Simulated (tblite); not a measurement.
C4H7NSi.
Numbering: `[SiH3:1][n:2]1[cH:3][cH:4][cH:5][cH:6]1` (hydrogens: H7, H8, H9 on Si1; H10 on C3; H11 on C4; H12 on C5; H13 on C6)

Computed with GFN2-xTB (tblite), gas phase: Langevin dynamics at 600 K from the optimised GFN2-xTB geometry, time step 0.5 fs, friction 0.01 fs⁻¹, 2000 steps. The instantaneous temperature is 2·E(kin)/(3Nk) with all 3N coordinates.

| t (fs) | T (K) | E(pot) above start (eV) | Si1–N2 (Å) | N2–C3 (Å) | C3–C4 (Å) | C4–C5 (Å) | C5–C6 (Å) | Si1–H7 (Å) |
| --- | --- | --- | --- | --- | --- | --- | --- | --- |
| 0 | 500 | 0.000 | 1.747 | 1.371 | 1.360 | 1.416 | 1.360 | 1.461 |
| 50 | 506 | 0.763 | 1.727 | 1.415 | 1.400 | 1.477 | 1.362 | 1.384 |
| 100 | 330 | 0.928 | 1.771 | 1.458 | 1.363 | 1.429 | 1.364 | 1.559 |
| 150 | 643 | 1.106 | 1.754 | 1.343 | 1.387 | 1.441 | 1.381 | 1.531 |
| 200 | 695 | 0.852 | 1.772 | 1.427 | 1.403 | 1.365 | 1.363 | 1.430 |
| 250 | 639 | 0.693 | 1.795 | 1.436 | 1.344 | 1.398 | 1.369 | 1.444 |
| 300 | 488 | 0.855 | 1.682 | 1.370 | 1.397 | 1.351 | 1.361 | 1.391 |
| 350 | 407 | 0.855 | 1.698 | 1.420 | 1.386 | 1.410 | 1.383 | 1.506 |
| 400 | 382 | 0.785 | 1.786 | 1.373 | 1.365 | 1.469 | 1.404 | 1.494 |
| 450 | 344 | 0.699 | 1.708 | 1.405 | 1.351 | 1.390 | 1.347 | 1.492 |
| 500 | 466 | 0.729 | 1.769 | 1.412 | 1.359 | 1.428 | 1.374 | 1.420 |
| 550 | 583 | 0.528 | 1.795 | 1.330 | 1.436 | 1.355 | 1.351 | 1.454 |
| 600 | 525 | 0.978 | 1.789 | 1.336 | 1.396 | 1.417 | 1.396 | 1.423 |
| 650 | 750 | 0.984 | 1.716 | 1.396 | 1.378 | 1.499 | 1.390 | 1.503 |
| 700 | 614 | 1.246 | 1.855 | 1.369 | 1.361 | 1.378 | 1.395 | 1.651 |
| 750 | 772 | 0.905 | 1.740 | 1.398 | 1.394 | 1.397 | 1.365 | 1.657 |
| 800 | 654 | 0.843 | 1.661 | 1.375 | 1.360 | 1.385 | 1.334 | 1.426 |
| 850 | 586 | 0.803 | 1.800 | 1.413 | 1.356 | 1.378 | 1.400 | 1.497 |
| 900 | 672 | 0.579 | 1.758 | 1.421 | 1.433 | 1.390 | 1.339 | 1.479 |
| 950 | 443 | 1.046 | 1.743 | 1.399 | 1.372 | 1.456 | 1.366 | 1.395 |
| 1000 | 473 | 0.915 | 1.688 | 1.406 | 1.337 | 1.504 | 1.362 | 1.550 |

Problem. From 500 fs on, how do temperature and potential energy compare with equipartition?

Solution. The mean temperature of these 11 frames is 594 K against the target 600 K, and the mean potential energy 0.87 eV against 33 × kT/2 = 0.85 eV for 33 classical harmonic modes. For 13 atoms in a canonical ensemble the temperature itself scatters by T·√(2/(3N)) = 136 K; here its standard deviation is 107 K. The whole run lasts only 10 friction times of 100 fs, so these averages carry a wide statistical error.

Problem. What are the kinetic and total energies of the listed frame with the highest potential energy?

Solution. The one at 700 fs, 1.246 eV above the start. Its kinetic energy is 3NkT/2 = 1.032 eV at 614 K, so the sum is 2.28 eV; over the listed frames the sum runs from 0.84 to 2.28 eV, since the thermostat adds and removes energy.

Problem. How much do the listed bonds fluctuate from 500 fs on?

Solution. 
```tsv
bond	at the start (Å)	mean (Å)	standard deviation (Å)
Si1–N2	1.747	1.756	0.053
N2–C3	1.371	1.387	0.029
C3–C4	1.360	1.380	0.030
C4–C5	1.416	1.417	0.048
C5–C6	1.360	1.370	0.022
Si1–H7	1.461	1.496	0.086
```

The motion is classical and holds no zero-point motion.

The cost below is that of the whole dynamics run. Time: 29 s of wall time; peak memory 0.18 GiB. Hardware: one thread, Intel Xeon at 2.50 GHz (x86_64), no GPU, shared host with 64 logical CPUs at a one-minute load of 57.
